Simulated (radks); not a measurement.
Question: The table gives one normalised radial function P(r) = r R(r) (large component) of Rh3+ in [Kr] 4d6 (r in bohr). Calculated with a radial shooting solver on a logarithmic mesh with Libxc functionals: Dirac Kohn-Sham, BLYP, spin-unpolarised, spherical densities, finite nucleus; open shells fill j = l - 1/2 first; Fermi nuclear charge, rms radius 4.4945 fm.

r	P
0.001722	0.0677
0.002279	0.0859
0.003039	0.1086
0.004054	0.1357
0.005363	0.1655
0.007154	0.1983
0.009541	0.2293
0.01262	0.2515
0.01684	0.2558
0.02246	0.2272
0.02971	0.1535
0.03963	0.0212
0.05286	-0.1580
0.06994	-0.3330
0.09328	-0.4258
0.1244	-0.3255
0.1646	-0.0047
0.2196	0.4271
0.2928	0.6558
0.3875	0.4100
0.5168	-0.2797
0.6893	-0.9685
0.9193	-1.1791
1.216	-0.8809
1.622	-0.4227
2.164	-0.1266
2.863	-0.0228
3.818	-0.0019
5.093	-0.0001
6.739	0.0000
8.988	0.0000

Which n and l does it have? It may be an empty orbital.

Answer: n = 4, l = 0: the number of nodes gives n - l - 1 = 3, the rise at small r points to l (this Dirac orbital starts outside the nucleus as r^gamma with gamma = sqrt((l + 1)^2 - (Z/c)^2) = 0.94; the j = 1/2 orbital of l + 1 starts with the same power, but with a smaller coefficient, and then steepens), and the extent must fit the shell. The curve is that of 4s1/2. 4s1/2: eigenvalue -118.23 eV, 3 radial nodes at r = 0.0411, 0.165, 0.466 bohr, <r> = 0.972 bohr, 90 % of the charge inside 1.41 bohr.
